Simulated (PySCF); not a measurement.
## Low-lying terms of S⁶⁺ (sulfur, charge +6)

Ground state [Ne], ¹S. Computed with PySCF 2.14 in an even-tempered Gaussian basis (20 s from 0.0896 bohr⁻², ratio 2.5; 13 p from 0.117 bohr⁻², ratio 2.5; 7 d from 0.119 bohr⁻², ratio 2.7; 3 f from 9.5 bohr⁻², ratio 2.7), with scalar relativity by spin-free X2C-1e. Vertical excitation energies in eV without spin-orbit coupling; excited terms of each kind are numbered among those the solver found. Frozen: 1s2.

```tsv
term	leading excitation	EOM-EE-CCSD
1 3P°	2p → s	170.23
1 1P°	2p → s	171.61
1 3S	2p → p	181.71
1 3D	2p → p	184.03
1 1D	2p → p	185.02
1 1P	2p → p	185.23
1 3P	2p → p	185.27
1 1S	2p → p	192.22
2 3P°	2p → d	201.64
1 3F°	2p → d	202.52
1 1F°	2p → d	203.18
1 1D°	2p → d	203.67
2 3S	2p → p	229.28
2 1D	2p → p	231.14
```

The solver can miss terms. The 26 highest virtual orbitals were dropped.
